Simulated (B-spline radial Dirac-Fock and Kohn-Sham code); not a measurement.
# 2p1/2 photoionisation of Mg⁶⁺ near threshold

System: magnesium as Mg⁶⁺, 1s2 2s2 2p2. The computed 2p1/2 threshold is 222.7 eV; without correlation, outer thresholds are uncertain by 1 to 2 eV. With an open shell the threshold is an average over the terms of the final ion.

These are calculated numbers from a radial B-spline solver; the model is the independent-particle Dirac-Slater model, thresholds from Dirac-Fock. Interchannel coupling and autoionising resonances are not included, so magnitudes near threshold are approximate.

| kinetic energy (eV) | σ (Mb) | β |
| --- | --- | --- |
| 1.5 | 0.255 | 1.35 |
| 2.3 | 0.253 | 1.37 |
| 3.7 | 0.249 | 1.38 |
| 5.7 | 0.243 | 1.40 |
| 9.0 | 0.234 | 1.41 |
| 14.0 | 0.221 | 1.43 |
| 21.9 | 0.203 | 1.45 |
| 34.2 | 0.177 | 1.47 |
| 53.5 | 0.145 | 1.49 |
| 83.7 | 0.109 | 1.49 |
| 130.9 | 0.0721 | 1.47 |
| 204.6 | 0.0412 | 1.43 |
| 319.9 | 0.0200 | 1.35 |

The cross section shows no minimum in this range. It is largest at the lowest energy, 0.255 Mb. β ranges from 1.30 (at 400.0 eV) to 1.49.

Run: 0.97 s of CPU time on 1 thread of Intel(R) Xeon(R) 6975P-C (shared host), peak memory 0.29 GiB.
